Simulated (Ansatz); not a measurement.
C6H5BF2, SMILES `FB(F)c1ccccc1`, relaxed with RKS PBE0-D4/def2-TZVP in the Gaussian-basis code of Ansatz from a PBE-D4/def2-SVP geometry. The force threshold is 0.005 eV/Å; the program also tests the step.

The species carries charge 0 and has multiplicity 1.

Start:

```xyz
14

F    -3.152    0.880    0.549
B    -1.897    1.281    0.771
F    -1.746    2.429    1.436
C    -0.677    0.456    0.278
C    -0.862   -0.766   -0.411
C     0.237   -1.509   -0.860
C     1.541   -1.039   -0.628
C     1.744    0.172    0.055
C     0.642    0.912    0.505
H    -1.884   -1.133   -0.593
H     0.081   -2.459   -1.394
H     2.406   -1.622   -0.983
H     2.766    0.538    0.235
H     0.801    1.861    1.040
```

| step | energy (eV) | largest force (eV/Å) | largest move (Å) |
| --- | --- | --- | --- |
| 1 | -12408.5877 | 0.568 | 0.000 |
| 2 | -12408.6598 | 0.195 | 0.030 |
| 3 | -12408.6653 | 0.065 | 0.010 |
| 4 | -12408.6653 | 0.063 | 0.001 |
| 5 (rejected) | -12408.6637 | 0.200 | 0.014 |
| 6 | -12408.6654 | 0.007 | 0.007 |
| 7 | -12408.6655 | 0.000 | 0.004 |

End:

```xyz
14

F    -3.122    0.863    0.561
B    -1.878    1.268    0.764
F    -1.730    2.412    1.412
C    -0.666    0.450    0.271
C    -0.850   -0.757   -0.410
C     0.236   -1.492   -0.853
C     1.524   -1.028   -0.620
C     1.725    0.168    0.055
C     0.637    0.901    0.497
H    -1.857   -1.117   -0.591
H     0.083   -2.426   -1.380
H     2.375   -1.603   -0.966
H     2.732    0.527    0.235
H     0.792    1.835    1.024
```

It took 15 s on 2 threads of an AMD EPYC 7R13 on a shared host and a share of an NVIDIA H100 80 GB, with 0.94 GiB of host memory at the peak.
